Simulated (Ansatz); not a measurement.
One change: `[SiH3][TeH]` becomes `[SiH3]S`.

Ansatz, PBE0-D4/def2-TZVP geometries, multiplicity 1. 

Elements past krypton have def2 core potentials.

| property | `[SiH3][TeH]` |
| --- | --- |
| size of the dipole moment (PBE/def2-TZVPP) / D | 0.45 |
| size of the dipole moment (ωB97M-V/def2-TZVPP) / D | 0.59 |
| size of the dipole moment (B3LYP/def2-TZVPP) / D | 0.51 |
| HOMO–LUMO gap (ωB97M-V/def2-TZVPP) / eV | 9.65 |
| LUMO energy (B3LYP/def2-TZVPP) / eV | -0.96 |
| LUMO energy (PBE/def2-TZVPP) / eV | -1.54 |

Problem. What does the change do to each property? (Best estimate.)

Solution. Computed: 
```csv
property,`[SiH3]S`,shift
size of the dipole moment (PBE/def2-TZVPP) / D,0.95,0.50
size of the dipole moment (ωB97M-V/def2-TZVPP) / D,0.99,0.40
size of the dipole moment (B3LYP/def2-TZVPP) / D,0.99,0.48
HOMO–LUMO gap (ωB97M-V/def2-TZVPP) / eV,11.47,1.82
LUMO energy (B3LYP/def2-TZVPP) / eV,-0.15,0.81
LUMO energy (PBE/def2-TZVPP) / eV,-0.76,0.78
```

With PBE0 the HOMO falls by 0.97 eV and the LUMO rises by 0.83 eV, so the gap widens by about 1.80 eV. PBE moves the HOMO by -0.76 eV and ωB97M-V by -1.08 eV. Dipoles are sizes alone; their direction can turn.

B3LYP here is the variant with VWN-RPA as its local correlation; programs differ in this.

Spin–orbit coupling is left out; it splits and shifts lone-pair levels of the heavy atoms by tenths of an eV.
